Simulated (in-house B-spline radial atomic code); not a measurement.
Nd II (Nd+) is squeezed into an impenetrable sphere of radius R (the orbitals vanish at R). Level of theory: Dirac-Hartree-Fock, average of configuration, Fermi nucleus of rms radius 4.9123 fm; calculated with an all-electron radial atomic-structure program (B-spline basis).

Energies in eV above the free ion in [Xe] 4f4 6s1:

```
R (bohr)  highest level (eV)  [Xe] 4f4 6s1  [Xe] 4f4 6p1  [Kr] 4d9 4f4 5s2 5p6 5f1 6s1
    9.06               -9.95       0.07422         2.977                         130.7
    6.72               -9.19         0.855         4.752                         134.2
     4.6               -2.89         7.695         15.37                         149.5
    4.12                2.08         13.73         23.35                         159.6
    3.44                17.1         35.27         49.03                         190.3
    2.85                48.8         92.85         112.3                           262
    2.59                  75         149.5         172.3                         328.8
    2.23                 137         306.2         335.2                         507.8
    1.69                 363          1062          1104                          1339
    1.27                 898          3508          3563                          3944
```

**Question.** Does [Xe] 4f4 6p1 fall below [Xe] 4f4 6s1 under compression?

**Answer.** No, it stays above over the whole range.

**Question.** Does [Kr] 4d9 4f4 5s2 5p6 5f1 6s1 fall below [Xe] 4f4 6s1 under compression?

**Answer.** No, it stays above over the whole range.

The highest level is first positive in the row R = 4.12 bohr, pushed up by confinement above the zero of the free ion's potential. Each configuration is held fixed and needn't be the lowest in the sphere.
